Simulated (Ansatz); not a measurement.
Start from `CC[Si]Br` and change one atom or group to get `C[Si]Br`.

Ansatz, PBE0-D4/def2-TZVP geometries, multiplicity 1. Each molecule was computed in one conformer, which needn't be the lowest.

Scalar relativity is left out up to krypton. Spin–orbit coupling is left out; it splits and shifts lone-pair levels of the heavy atoms by tenths of an eV.

```
                                          property  `CC[Si]Br`
             HOMO energy (ωB97M-V/def2-TZVPP) / eV       -8.63
             LUMO energy (ωB97M-V/def2-TZVPP) / eV       -0.52
    size of the dipole moment (PBE/def2-TZVPP) / D        1.94
size of the dipole moment (ωB97M-V/def2-TZVPP) / D        2.04
                LUMO energy (PBE0/def2-TZVPP) / eV       -2.48
                 LUMO energy (PBE/def2-TZVPP) / eV       -3.26
```

Q: What does the change do to each property? (Best estimate.)

A: The calculation gave: 
| property | `C[Si]Br` | shift |
| --- | --- | --- |
| HOMO energy (ωB97M-V/def2-TZVPP) / eV | -8.75 | -0.12 |
| LUMO energy (ωB97M-V/def2-TZVPP) / eV | -0.66 | -0.14 |
| size of the dipole moment (PBE/def2-TZVPP) / D | 1.79 | -0.15 |
| size of the dipole moment (ωB97M-V/def2-TZVPP) / D | 1.95 | -0.09 |
| LUMO energy (PBE0/def2-TZVPP) / eV | -2.63 | -0.15 |
| LUMO energy (PBE/def2-TZVPP) / eV | -3.42 | -0.16 |

The zero-point energy changes by -76.1 kJ/mol with -9 modes. Dipoles are sizes alone; their direction can turn.
